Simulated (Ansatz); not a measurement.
Isolated molecules relaxed with PBE0-D4/def2-TZVP in Ansatz; ΔE leaves out vibrations. CBS: MP2 limit from def2 TZ/QZ plus the TZ coupled-cluster correction, frozen cores. This one scheme is used for every species. DFT in def2-TZVPP. HSE06 is defined as in plane-wave codes. One conformer a species, not always the lowest.

`[SiH3][NH][AlH][Cl]` + H₂ → `[AlH2][NH][SiH3]` + HCl  (hydrogenolysis of the Al–Cl bond)

`[SiH3][NH][AlH][Cl]`:

```xyz
9

Si    0.489   -1.316   -0.244
N    -0.147    0.256   -0.594
Al   -0.588    1.615    0.453
Cl   -0.345    1.416    2.522
H    -0.422   -2.391   -0.725
H     1.809   -1.528   -0.901
H     0.648   -1.428    1.226
H    -0.292    0.428   -1.581
H    -1.152    2.948   -0.156
```

H₂:

Z-matrix (Å, degrees):
```
H
H 1 0.746
```

`[AlH2][NH][SiH3]`:

```xyz
9

Al    1.642    0.273    0.636
N     0.003    0.639    0.037
Si   -1.235   -0.441   -0.492
H     2.081   -1.243    0.717
H     2.557    1.496    1.051
H    -0.248    1.619   -0.003
H    -2.473   -0.323    0.330
H    -0.702   -1.822   -0.367
H    -1.626   -0.198   -1.909
```

HCl:

Cartesian coordinates in Å:
```
Cl -0.314 -0.409 0.378
H 0.314 0.409 -0.378
```

```
             level  ΔE (kcal/mol)  difference from CCSD(T)/CBS
           BLYP-D4           35.1                         -0.7
            B97M-V           33.2                         -2.6
        r2SCANh-D4           36.9                          1.1
          HSE06-D4           34.9                         -0.9
      CAM-B3LYP-D4           34.6                         -1.2
               PBE           33.7                         -2.1
            revPBE           33.4                         -2.4
            r2SCAN           36.8                          1.0
           r2SCAN0           36.4                          0.6
             HSE06           34.1                         -1.7
             BHLYP           34.2                         -1.6
     CCSD/def2-SVP           33.1                         -2.7
    MP2/def2-TZVPP           36.9                          1.1
   CCSD/def2-TZVPP           34.0                         -1.8
    MP2/def2-QZVPP           37.6                          1.8
SCS-MP2/def2-QZVPP           36.1                          0.3
       CCSD(T)/CBS           35.8                            0
```

Task: What do rigid-rotor, harmonic-oscillator terms from PBE0-D4/def2-TZVP frequencies (298.15 K, 1 bar) make of the CCSD(T)/CBS value? (Best estimate.)

Result: Computed: ΔZPE = +1.0 kcal/mol, ΔH = +36.2 kcal/mol, ΔS = 18 J/(mol·K), ΔG = +34.9 kcal/mol.

Largest T1 diagnostic among the species: 0.011.

Leaving LDA and LC-ωPBE aside and taking each functional with its dispersion term where it has one, the values, not all of them listed here, spread over 3.8 kcal/mol, from B97M-V to r2SCAN-D4. The D4 term adds +1.6 kcal/mol with B3LYP and +0.9 kcal/mol with PBE0; it sums over pairs of atoms, weighted by their polarisabilities, and B3LYP, whose exchange is more repulsive, gets the larger term. From BLYP to BHLYP (50 % exact exchange), in def2-TZVPP and without D4, ΔE moves by +1.0 kcal/mol.

B3LYP here is the variant with VWN-RPA as its local correlation; programs differ in this.
